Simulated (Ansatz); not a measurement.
AgF2⁻. Total charge -1; triplet. Geometry r2SCAN-D4/def2-TZVPD; atoms count from 1.

Cartesian coordinates in Å:
```
Ag 0.0938 -0.1148 0.9148
F 0.0477 1.5331 -0.2819
F -0.1415 -1.4183 -0.6329
```

In the def2 sets Ag takes a core potential; there is no spin–orbit coupling. At PBE0-D4/def2-TZVPD a singlet of charge -1 lies 3.22 eV below the triplet, each at its own geometry. The structure comes from a short search, and lower isomers may exist.

Q: Estimate the Mulliken populations from the PBE0/def2-TZVPD orbitals of Ansatz.

A: 
```json
{"atom": "Ag1", "charge (e)": "0.18", "spin (α − β)": "1.64", "d electrons": "9.41"}
{"atom": "F2", "charge (e)": "-0.59", "spin (α − β)": "0.18", "d electrons": "–"}
{"atom": "F3", "charge (e)": "-0.59", "spin (α − β)": "0.18", "d electrons": "–"}
```
Mulliken values and Mayer orders depend strongly on the basis. With diffuse functions, as here, like atoms can get unlike values, and bond orders can come out too low or too high.

Q: Where does the spin sit?

A: Summed by element: Ag 1.64, F 0.36, of 2 unpaired in all. Largest on single atoms: Ag1 1.64, F2 0.18, F3 0.18.
